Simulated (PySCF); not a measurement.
Compound: Ti(NMeEt)(NMe2)3, C9H26N4Ti (singlet state).
Cartesian coordinates in Å at the PBE0-D3(BJ)/def2-SVP level; atoms count from 1:
```
atom  x, y, z in Å
Ti1   -0.0966   -0.1546   -0.2901
N2    -0.0101   -0.2557    1.6037
C3    -1.2135   -0.5982    2.3166
C4     1.1490   -0.0218    2.4314
C5     1.1238    1.3066    3.1801
H6    -1.0694   -1.4857    2.9668
H7    -1.5862    0.2203    2.9642
H8    -2.0216   -0.8403    1.6062
H9     1.2619   -0.8508    3.1622
H10    2.0449   -0.0583    1.7905
H11    2.0341    1.4345    3.7866
H12    1.0611    2.1463    2.4702
H13    0.2607    1.3770    3.8601
N14    1.6685   -0.1847   -0.9930
C15    2.3420   -1.2645   -1.6546
C16    2.4478    1.0215   -0.9102
H17    2.6229   -1.0047   -2.6966
H18    1.6999   -2.1566   -1.7007
H19    3.2797   -1.5506   -1.1347
H20    1.8704    1.8255   -0.4240
H21    3.3783    0.8785   -0.3227
H22    2.7525    1.3919   -1.9111
N23   -0.9398    1.4722   -0.7812
C24   -1.6752    2.3883    0.0419
C25   -0.8023    1.8959   -2.1490
H26   -1.1986    3.3903    0.0765
H27   -1.7383    2.0173    1.0752
H28   -2.7100    2.5411   -0.3281
H29   -0.1950    1.1742   -2.7212
H30   -1.7827    1.9832   -2.6614
H31   -0.3052    2.8847   -2.2318
N32   -1.1066   -1.6194   -0.9521
C33   -2.2046   -1.6113   -1.8750
C34   -0.7857   -2.9229   -0.4364
H35   -2.0027   -2.2372   -2.7687
H36   -2.4129   -0.5880   -2.2206
H37   -3.1360   -2.0042   -1.4160
H38    0.0371   -2.8602    0.2960
H39   -1.6485   -3.3933    0.0793
H40   -0.4652   -3.6232   -1.2354
```

Computed with PBE0-D3(BJ)/def2-SVP geometry optimisation, gas phase (PySCF 2.14.0).

Task: Which atoms are bound to Ti1, and at what distances?

Result: 4 atoms: N23 1.897 Å, N32 1.898 Å, N2 1.898 Å, N14 1.900 Å. The nearest atom not counted as bound is H38, at 2.77 Å (others tie with it).

Task: List the angles at Ti1.

Result: 
```
      angle  degrees  distance of the outer atoms (Å)
N14–Ti1–N32    110.7                             3.12
N23–Ti1–N32    109.6                             3.10
 N2–Ti1–N32    109.3                             3.10
N14–Ti1–N23    109.3                             3.10
 N2–Ti1–N14    109.0                             3.09
 N2–Ti1–N23    108.9                             3.09
```

Task: What is the shape at Ti1?

Result: Tetrahedral: angles from 108.9° to 110.7°; τ4 = (360° − α − β)/141° = 0.99 with α and β the two widest (0 for a square, 1 for a tetrahedron).

Task: What are the other bond lengths?

Result: N2–C3 1.440 Å; N2–C4 1.443 Å; C4–C5 1.525 Å; N14–C15 and 5 like bonds 1.436 Å. (A selection.)

Task: Give some angles away from the centre.

Result: Ti1–N2–C3 117.9°, Ti1–N2–C4 126.9°, C3–N2–C4 115.2°, N2–C4–C5 114.2°, Ti1–N14–C15 128.2°, Ti1–N14–C16 118.0°, C15–N14–C16 113.8°, Ti1–N23–C24 128.8°.

Task: What are the rotational constants (commonest isotopes, rigid rotor)?

Result: A = 569.5, B = 467.1, C = 460.4 MHz: an asymmetric top.

Point group: C1 (no symmetry element, even within 0.4 Å). Charge 0, singlet. Whether it is a minimum is left open (no frequencies).
